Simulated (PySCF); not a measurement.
ClCuH₂O, multiplicity 1. Atoms are numbered in the order given.

```xyz
5

Cu     0.2671     0.0224     0.0000
Cl    -1.8210    -0.0227     0.0000
O      2.2373     0.0514     0.0000
H      2.6562    -0.3380     0.7775
H      2.6562    -0.3380    -0.7775
```

The structure is a stationary point at B3LYP-D3(BJ)/def2-TZVP. The multiplicity is an assumed one; other spin states were not compared.

Method: PBE/pcSseg-2 (PySCF).

GIAO shieldings, no solvent; atoms alike by connectivity are averaged. δ = σ(ref) − σ: ³⁵Cl against HCl (σ = 936.5 ppm); ¹⁷O against H2O (σ = 327.5 ppm); ¹H against TMS (σ = 31.47 ppm), references at their B3LYP-D3(BJ)/def2-TZVP geometries, non-relativistic (without spin–orbit terms, shifts of atoms bonded to Cl or Br come out too high).

| atoms | nucleus | count | δ (ppm) |
|---|---|---|---|
| Cl2 | ³⁵Cl | 1 | -205.0 |
| O3 | ¹⁷O | 1 | -10.8 |
| H4, H5 | ¹H | 2 | ? |

Question: Fill in the missing entries. (An estimate is asked for; the answer gives what the named calculation found.)

Answer: 
- H4, H5, δ (ppm): 2.49
